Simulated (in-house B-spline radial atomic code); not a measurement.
Configurations of the manganese ion Mn³⁺, with energies counted from [Ar] 3d4. All numbers are computed (non-relativistic PBE0, spin-polarised, spherical fractional occupations; point nucleus) with a radial B-spline atomic code at the basis-set limit, not measured. Shells without spins written out take the highest spin.

Caution: exact exchange at fractional occupations of open shells leaves self-interaction of up to several eV.

Occupations are held fixed; configurations that lie above the ionisation limit could autoionise.

```json
{"configuration": "[Ar] 3d(0 up, 3 down) 4s(0 up, 1 down)", "E - E(ref) (eV)": "16.174", "highest orbital": "4s down", "its <r> (bohr)": "2.261"}
{"configuration": "[Ar] 3d(3 up, 0 down) 4d(1 up, 0 down)", "E - E(ref) (eV)": "33.791", "highest orbital": "4d up", "its <r> (bohr)": "3.348"}
{"configuration": "[Ar] 3d3 4f1", "E - E(ref) (eV)": "40.34", "highest orbital": "4f up", "its <r> (bohr)": "4.37"}
{"configuration": "[Ne] 3s2 3p5 3d5", "E - E(ref) (eV)": "42.326", "highest orbital": "3d up", "its <r> (bohr)": "1.01"}
{"configuration": "[Ne] 3s2 3p5 3d4 4p1", "E - E(ref) (eV)": "68.683", "highest orbital": "4p up", "its <r> (bohr)": "2.547"}
{"configuration": "[Ne] 3s2 3p(3 up, 2 down) 3d(0 up, 4 down) 4d(1 up, 0 down)", "E - E(ref) (eV)": "86.023", "highest orbital": "4d up", "its <r> (bohr)": "3.42"}
```

(1) Order these further configurations by energy, lowest first.
A. [Ar] 3d(3 up, 1 down)
B. [Ne] 3s2 3p5 3d4 4f1
C. [Ne] 3s2 3p5 3d4 4s1
D. [Ne] 3s2 3p5 3d4 4d1
E. [Ar] 3d3 4p1

(2) How far above the reference does [Ne] 3s2 3p(2 up, 3 down) 3d(1 up, 3 down) 4p(0 up, 1 down) lie?

Answers

(1) A (6.7782 eV), E (23.923 eV), C (60.862 eV), D (78.641 eV), B (85.306 eV).

(2) 77.968 eV; its least bound orbital is 4p down with <r> = 2.554 bohr.
